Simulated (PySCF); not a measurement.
# O⁻ (oxygen, charge -1) across methods

[He] 2s2 2p5, 2P determinant. Computed with PySCF 2.14 in dyall-av3z (15s9p3d2f, 71 functions), with no relativity, point nucleus.

| method | E (hartree) | mean ε 2s β (eV) | mean ε 2p α (eV) | mean ε 2p β (eV) | Σ⟨r²⟩ (bohr²) | ⟨S²⟩ |
| --- | --- | --- | --- | --- | --- | --- |
| M06-L | -75.1378 | -11.896 | 1.184 | 2.601 | 20.40 | 0.762 |
| PBE0 | -75.0739 | -13.785 | -0.268 | 1.164 | 21.06 | 0.759 |
| UHF | -74.79761 | -19.843 | -4.809 | -2.169 | 19.14 | 0.772 |
| MN15 | -75.1269 | -14.488 | -1.094 | 0.243 | 20.87 | 0.760 |
| wB97M-V | -75.1359 | -16.663 | -2.721 | -1.294 | 21.12 | 0.758 |
| r2SCAN0 | -75.1057 | -14.114 | -0.531 | 1.048 | 20.53 | 0.762 |
| r2SCAN | -75.1189 | -12.062 | 0.930 | 2.290 | 21.51 | 0.762 |
| LDA | -74.6073 | -11.553 | 0.995 | 2.294 | 22.52 | 0.762 |

Q: Estimate the same row for PBE.

A: E (hartree) = -75.0806; mean ε 2s β (eV) = -11.572; mean ε 2p α (eV) = 1.198; mean ε 2p β (eV) = 2.375; Σ⟨r²⟩ (bohr²) = 22.55; ⟨S²⟩ = 0.758.

The highest occupied level is positive at M06-L, PBE0, MN15, r2SCAN0, PBE, r2SCAN, LDA: only the finite basis holds that electron, which in a density functional comes from self-interaction.
